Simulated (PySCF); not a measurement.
Compound: C5H5F2O (charge +1).
Numbering: `[CH3:1][c+:2]1[cH:3][c:4]1[O:5][CH:6]([F:7])[F:8]` (hydrogens: H9, H10, H11 on C1; H12 on C3; H13 on C6)

The geometry is computed with GFN2-xTB (gas phase).

**Question.** What internal coordinates does the optimisation give?

**Answer.** 
```tsv
bond	length (Å)	order
C1–C2	1.432	single
C2–C3	1.383	aromatic
C3–C4	1.383	aromatic
C4–O5	1.278	single
O5–C6	1.420	single
C6–F7, C6–F8	1.328	single
C2–C4	1.404	aromatic
C1–H9, C1–H10, C1–H11	1.092	single
C3–H12	1.069	single
C6–H13	1.100	single
```

Bonds in one row agree within 0.01 Å and their mean is given. Orders are formal, as drawn. A selection of angles:
```tsv
angle	degrees
C1–C2–C3	151.2
C1–C2–C4	149.3
C3–C2–C4	59.5
C2–C3–C4	61.0
C3–C4–O5	151.2
C2–C4–C3	59.5
C2–C4–O5	149.3
C4–O5–C6	117.9
O5–C6–F7	108.8
F7–C6–F8	107.8
```

Torsions: C3–C4–O5–C6 0° (synperiplanar); C4–O5–C6–F7 59° (synclinal). The mirror-image conformer, all signs reversed, is as good.

O5 (oxygen bonded to 2 C) is bent (angle 117.9°). C2 (unsaturated ring carbon) has angles 151.2°, 149.3° and 59.5°, sum 360.0°, 0.00 Å off the plane of its three neighbours. C4 (unsaturated ring carbon) has angles 151.2°, 149.3° and 59.5°, sum 360.0°, 0.00 Å off the plane of its three neighbours. C3 (unsaturated ring CH carbon) has angles 150.1°, 148.8° and 61.0°, sum 360.0°, 0.00 Å off the plane of its three neighbours. Of the pairs four or more bonds apart, C3···F8 is among the closest relative to their van der Waals radii: 3.23 Å, 102 % of the sum of Bondi's values. The C–C distances run from 1.383 Å (C2–C3, drawn aromatic) to 1.432 Å (C1–C2, drawn single), a spread of 0.049 Å. The C–O distances run from 1.278 Å (C4–O5, drawn single) to 1.420 Å (O5–C6, drawn single), a spread of 0.142 Å.

Not checked by GFN2-xTB frequencies.
